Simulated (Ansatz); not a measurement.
`CC1=CC(C(F)(F)F)=[O+][Ti-]([Cl])([Cl])([Cl])[O]1` and `CC1=CC(C(F)(F)F)=[O+][Ti-]([F])([F])([F])[O]1` differ in one atom or group.

Ansatz, PBE0-D4/def2-TZVP geometries, multiplicity 1. 

Scalar relativity is left out up to krypton.

```csv
property,`CC1=CC(C(F)(F)F)=[O+][Ti-]([Cl])([Cl])([Cl])[O]1`
size of the dipole moment (ωB97M-V/def2-TZVPP) / D,5.96
HOMO energy (PBE0/def2-TZVPP) / eV,-8.33
LUMO energy (PBE/def2-TZVPP) / eV,-4.25
HOMO energy (B3LYP/def2-TZVPP) / eV,-8.10
size of the dipole moment (PBE/def2-TZVPP) / D,5.73
size of the dipole moment (B3LYP/def2-TZVPP) / D,5.94
```

(1) Give the same properties after the change, and the shifts. (An estimate is asked.)

Answers

(1) Ansatz gave: 
```
                                          property  `CC1=CC(C(F)(F)F)=[O+][Ti-]([F])([F])([F])[O]1`  shift
size of the dipole moment (ωB97M-V/def2-TZVPP) / D                                             5.98   0.02
                HOMO energy (PBE0/def2-TZVPP) / eV                                            -8.51  -0.18
                 LUMO energy (PBE/def2-TZVPP) / eV                                            -3.89   0.36
               HOMO energy (B3LYP/def2-TZVPP) / eV                                            -8.31  -0.21
    size of the dipole moment (PBE/def2-TZVPP) / D                                             5.67  -0.06
  size of the dipole moment (B3LYP/def2-TZVPP) / D                                             6.05   0.11
```

With PBE0 the HOMO falls by 0.18 eV and the LUMO rises by 0.41 eV, so the gap widens by about 0.59 eV. PBE moves the HOMO by -0.20 eV and ωB97M-V by -0.18 eV. Dipoles are sizes alone; their direction can turn.

B3LYP here is the variant with VWN-RPA as its local correlation; programs differ in this.
